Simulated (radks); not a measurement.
Q: Mn, configuration [Ar] 3d5 4s2 (the NIST ground configuration). All-electron calculation, non-relativistic Kohn-Sham, LDA (Slater exchange, VWN5 correlation), spin-polarised, spherical densities, point nucleus; open shells are filled with parallel spins first; hard spherical wall at 8 bohr. Program: a radial shooting solver on a logarithmic mesh with Libxc functionals. Some entries of the table are withheld. Estimate them.

| orbital | occ. | eigenvalue (Ry) | r(max) (bohr) | <1/r> (bohr^-1) |
|---|---|---|---|---|
| 1s up | 1 | -467.2982 | 0.04061 | 24.48 |
| 1s down | 1 | -467.2969 | 0.04061 | 24.48 |
| 2s up | 1 | -53.71120 | 0.2358 | 5.204 |
| 2s down | 1 | -53.54315 | 0.2356 | 5.214 |
| 2p up | 3 | -46.09205 | 0.1895 | 5.161 |
| 2p down | 3 | -45.96362 | 0.1893 | 5.170 |
| 3s up | 1 | -6.24314 | 0.7436 | 1.641 |
| 3s down | 1 | -5.87981 | 0.7447 | 1.632 |
| 3p up | 3 | -4.07134 | 0.7539 | 1.518 |
| 3p down | 3 | -3.71612 | 0.7558 | 1.506 |
| 3d up | 5 | -0.61359 | 0.7525 | 1.149 |
| 4s up | 1 | -0.39731 | (1) | 0.4373 |
| 4s down | 1 | -0.32163 | (2) | 0.4035 |
| 3d down | 0 | -0.30515 | 0.7672 | 1.072 |
| 4p up | 0 | -0.09117 | 3.176 | (3) |
| 4p down | 0 | -0.05215 | 3.463 | (4) |
| 4d up | 0 | 0.27445 | 4.813 | 0.2709 |
| 5s up | 0 | 0.28535 | (5) | 0.2905 |
| 4d down | 0 | 0.29524 | 4.957 | 0.2926 |
| 5s down | 0 | 0.32264 | (6) | 0.2971 |

A: 
(1) 4s up r(max) (bohr): 2.464
(2) 4s down r(max) (bohr): 2.644
(3) 4p up <1/r> (bohr^-1): 0.3426
(4) 4p down <1/r> (bohr^-1): 0.3186
(5) 5s up r(max) (bohr): 5.529
(6) 5s down r(max) (bohr): 5.631
